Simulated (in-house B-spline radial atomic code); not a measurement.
Successive ionisation energies of chlorine; each step leads to the configuration of the next row (after the last: bare). NIST's values go from ground level to ground level; the uncertainty of those that are theory runs from under 0.1 % in few-electron ions to several per cent in heavy many-electron ones. Computed with a radial B-spline atomic code at the basis-set limit: non-relativistic Hartree-Fock, average of the configuration, point nuclei.

```
  ion  configuration  ionisation energy (eV)  tabulated value (eV)    tabulated kind  computed minus tabulated (eV)  highest orbital  largest mean radius (bohr)
 Cl8+   [He] 2s2 2p5                   402.9               400.851          measured                              2               2p                     0.42926
 Cl9+   [He] 2s2 2p4                   461.5                 456.7    semi-empirical                              5               2p                     0.42046
Cl10+   [He] 2s2 2p3                   523.1                   530    semi-empirical                             -7               2p                     0.41197
Cl11+   [He] 2s2 2p2                   587.5                591.58    semi-empirical                             -4               2p                     0.40376
Cl12+   [He] 2s2 2p1                   654.9                 656.3    semi-empirical                             -1               2p                     0.39584
Cl13+       [He] 2s2                   741.9                750.23    semi-empirical                             -8               2s                     0.38819
Cl14+       [He] 2s1                   805.7               809.198  tabulated theory                             -4               2s                     0.38121
Cl15+            1s2                  3645.9              3658.344  tabulated theory                            -12               1s                    0.090229
Cl16+            1s1                  3932.0              3946.292  tabulated theory                            -14               1s                    0.088235
```

Task: Where is the largest jump?

Result: From Cl14+ to Cl15+, by a factor of 4.53 (805.69 to 3645.9 eV); the highest orbital goes from 2s to 1s.

Task: How far is this level of theory from the measured and semi-empirical values?

Result: Over those 6 rows the differences run from -8.38 to +4.84 eV (mean absolute value 4.6 eV). The calculation leaves out relativity, correlation and, in open shells, the multiplet splittings that an average leaves out.
